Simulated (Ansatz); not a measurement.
C2H4O2Si, SMILES `O=C1C[SiH]1O`. Charge 0, multiplicity 1. Geometry: relaxed with PBE0-D4/def2-TZVP. It is one conformer, not always the lowest.

```xyz
9

O    -0.942    1.445    1.576
C    -0.400    0.534    1.021
C     0.988    0.307    0.505
Si   -0.351   -0.728   -0.351
O    -0.979   -0.469   -1.837
H     1.517   -0.466    1.076
H     1.629    1.154    0.266
H    -0.172   -2.186   -0.199
H    -1.291    0.410   -2.057
```

Problem. What is the dipole moment at B3LYP/def2-TZVPP? (Estimate.)

Solution. Computed: 2.34 D, with components (1.24, -0.96, -1.73) D in this frame, pointing from negative to positive charge.

Problem. And with PBE, r2SCAN, ωB97M-V? (Estimate.)

Solution. Ansatz gave: PBE 2.20 D, r2SCAN 2.30 D, ωB97M-V 2.38 D.

Problem. Give the Mulliken charges with B3LYP, PBE, r2SCAN in def2-TZVPP. (An estimate is asked.)

Solution. Computed: 
| atom | B3LYP | PBE | r2SCAN |
| --- | --- | --- | --- |
| O1 | -0.25 | -0.21 | -0.29 |
| C2 | 0.05 | 0.02 | 0.04 |
| C3 | -0.23 | -0.17 | -0.20 |
| Si4 | 0.46 | 0.36 | 0.52 |
| O5 | -0.38 | -0.34 | -0.40 |
| H6 | 0.11 | 0.11 | 0.10 |
| H7 | 0.10 | 0.09 | 0.08 |
| H8 | -0.05 | -0.05 | -0.06 |
| H9 | 0.20 | 0.20 | 0.21 |

B3LYP here is the variant with VWN-RPA as its local correlation; programs differ in this.
